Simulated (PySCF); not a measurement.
Polarisability and C₆ of Cu⁻ (copper, charge -1)

[Ar] 3d10 4s2, closed-shell 1S. Calculation: PySCF 2.14, in aug-cc-pVQZ-PP with ECP10MDF; a scalar-relativistic core potential. Coupled (time-dependent) response in atomic units; α is the mean over directions.

```
method  mean α (bohr³)  C₆ (like pair)   S(−4)
   UHF           409.3            7701  124400
```

S(−4) is the Cauchy moment in α(ω) = α(0) + S(−4) ω² + …

α(iu) at UHF:

```
u (hartree)  α(iu) (bohr³)
          0          409.3
     0.0500          238.8
      0.100          115.4
      0.200          43.32
      0.300          23.30
      0.500          10.79
      0.750          6.072
       1.00          4.121
       1.50          2.412
       2.00          1.645
       3.00         0.9460
       5.00         0.4515
```

A single London oscillator, α(iu) = α/(1 + u²/ω²), gives C₆ = (3/4) ω α². Matching the computed C₆ needs ω = 4 × 7701 / (3 × 409.3²) = 0.0613 hartree.

For an ion, C₆ is the dispersion term alone; charge-induced terms of lower order in 1/R come first.

Energies and moments cover only the electrons outside the core potential.
